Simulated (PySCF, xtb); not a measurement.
Ge(OH)4 (GeH₄O₄), SMILES [OH][Ge]([OH])([OH])[OH].

GFN2-xTB in xtb 6.7.1 at its own geometry gives an orbital gap of 8.27 eV and a dipole moment of 0.02 D.

The structure is a stationary point at PBE0-D3(BJ)/def2-SVP. The isomer is the one that the SMILES or the coordinates give; other isomers of the formula were not compared. Other conformers were not sampled.

Q: What does PySCF with PBE/def2-TZVP give? (The exact figures need the calculation; the answer reports its results.)

A: gap 6.14 eV (levels -7.40 and -1.26 eV), dipole 0.00 D.
